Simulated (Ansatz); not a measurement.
F$_{2}$Si, charge +1, doublet, at a GFN2-xTB geometry (a state made from the parent by changing its charge; the spin is typed, not shown lowest), atoms displaced at random by about 0.1 Å a coordinate; PBE0/STO-3G (Ansatz, an electronic-structure program).

Input for Ansatz:
Ansatz 0.2 input:
```yaml
crystal:
  periodic: [false, false, false]
  atoms:
    - {symbol: F, position_ang: [-1.28438217, -0.33494376, -0.14271070]}
    - {symbol: Si, position_ang: [0.03097559, 0.60994164, 0.05368264]}
    - {symbol: F, position_ang: [1.60699510, -0.38009531, 0.05226660]}
basis:
  gaussian:
    orbitals: STO-3G
hamiltonian:
  xc: pbe0
total_charge: 1
magnetization: {spin_polarized: true, initial_magnetization: 1}
relax: {escape_saddle: false}
```

Task: What does Ansatz print? Leave out banner, timings and long lists.

Result: 
```
Functional definition: PBE0
256 factors; integrals over basis functions are off by at most 8.7e-6 eV
mean field evaluation 1: about -13115.0149 eV, gradient 3.0e1 eV
mean field evaluation 2: about -12997.6909 eV, gradient 1.3e2 eV
mean field evaluation 4: about -13124.3767 eV, gradient 1.5e1 eV
mean field evaluation 8: about -13125.8831 eV, gradient 1.9e-1 eV
mean field evaluation 16: about -13125.8840 eV, gradient 3.8e-5 eV
mean field -13125.88395164 eV, -482.3673381792 hartree, gradient 3.9e-5 eV, S^2 0.766131; 3 other end points of the search recorded, 0 dependent functions left out
the calculation of the forces begins
reference -13125.88396036 eV, -482.3673384995 hartree; 16, 15 occupied and 3, 4 virtual orbitals, 256 factors
relax step   1: F+E_penalty+E_count = -13125.88395164 eV  Δ(F+E_penalty+E_count) = +0.000e0 eV  max|allowed force component| = 3.236e0 eV/Å  Δτ_max = 0.0000 Å  (52 SCF iters, accepted)
these checks for a lower state are left out or cut short: starts, cluster_reference, orbital_swaps, neighbouring_geometries, increment
256 factors; integrals over basis functions are off by at most 1.1e-5 eV
mean field evaluation 32: about -13126.2827 eV, gradient 1.4e-5 eV
mean field -13126.28265516 eV, -482.3819902631 hartree, gradient 1.6e-5 eV, S^2 0.760518; 0 other end points of the search recorded, 0 dependent functions left out
the calculation of the forces begins
reference -13126.28266394 eV, -482.3819905857 hartree; 16, 15 occupied and 3, 4 virtual orbitals, 256 factors
relax step   2: F+E_penalty+E_count = -13126.28265516 eV  Δ(F+E_penalty+E_count) = -3.987e-1 eV  max|allowed force component| = 2.657e0 eV/Å  Δτ_max = 0.0916 Å  (33 SCF iters, accepted)
these checks for a lower state are left out or cut short: starts, cluster_reference, orbital_swaps, neighbouring_geometries, increment
259 factors; integrals over basis functions are off by at most 1.6e-5 eV
mean field -13125.88044138 eV, -482.3672091794 hartree, gradient 2.3e-5 eV, S^2 0.755737; 0 other end points of the search recorded, 0 dependent functions left out
the calculation of the forces begins
reference -13125.88045027 eV, -482.3672095062 hartree; 16, 15 occupied and 3, 4 virtual orbitals, 259 factors
relax step   3: F+E_penalty+E_count = -13125.88044138 eV  Δ(F+E_penalty+E_count) = +4.022e-1 eV  max|allowed force component| = 8.071e0 eV/Å  Δτ_max = 0.1932 Å  (34 SCF iters, rejected (line search))
[...]
relax step   4: F+E_penalty+E_count = -13126.54811028 eV  Δ(F+E_penalty+E_count) = -2.655e-1 eV  max|allowed force component| = 2.297e-1 eV/Å  Δτ_max = 0.0781 Å  (31 SCF iters, accepted)
these checks for a lower state are left out or cut short: starts, cluster_reference, orbital_swaps, neighbouring_geometries, increment
256 factors; integrals over basis functions are off by at most 1.4e-5 eV
mean field -13126.55781836 eV, -482.3921023241 hartree, gradient 6.8e-5 eV, S^2 0.756037; 0 other end points of the search recorded, 0 dependent functions left out
the calculation of the forces begins
reference -13126.55782719 eV, -482.3921026488 hartree; 16, 15 occupied and 3, 4 virtual orbitals, 256 factors
relax step   5: F+E_penalty+E_count = -13126.55781836 eV  Δ(F+E_penalty+E_count) = -9.708e-3 eV  max|allowed force component| = 2.603e-2 eV/Å  Δτ_max = 0.0301 Å  (26 SCF iters, accepted)
these checks for a lower state are left out or cut short: starts, cluster_reference, orbital_swaps, neighbouring_geometries, increment
256 factors; integrals over basis functions are off by at most 1.4e-5 eV
mean field -13126.55796701 eV, -482.3921077869 hartree, gradient 1.8e-5 eV, S^2 0.756033; 0 other end points of the search recorded, 0 dependent functions left out
the calculation of the forces begins
reference -13126.55797585 eV, -482.3921081121 hartree; 16, 15 occupied and 3, 4 virtual orbitals, 256 factors
relax step   6: F+E_penalty+E_count = -13126.55796701 eV  Δ(F+E_penalty+E_count) = -1.486e-4 eV  max|allowed force component| = 3.424e-3 eV/Å  Δτ_max = 0.0037 Å  (24 SCF iters, accepted)
256 factors; integrals over basis functions are off by at most 1.4e-5 eV
mean field evaluation 64: about -13126.5517 eV, gradient 4.8e-2 eV
mean field -13126.55796701 eV, -482.3921077869 hartree, gradient 1.8e-5 eV, S^2 0.756033; 1 other end points of the search recorded, 0 dependent functions left out
the calculation of the forces begins
reference -13126.55797585 eV, -482.3921081121 hartree; 16, 15 occupied and 3, 4 virtual orbitals, 256 factors
Total energy: -13126.55797585 eV, -482.3921081121 hartree
Atom 0 at    -1.188477    -0.349439    -0.137693 Å, force     0.003392    -0.001499     0.000067 eV/Å
Atom 1 at     0.110402     0.582328     0.056097 Å, force     0.000032     0.002979     0.000335 eV/Å
Atom 2 at     1.431663    -0.337987     0.044835 Å, force    -0.003424    -0.001480    -0.000402 eV/Å
Dipole moment:    -0.005159     0.427017     0.047277 e Å
```
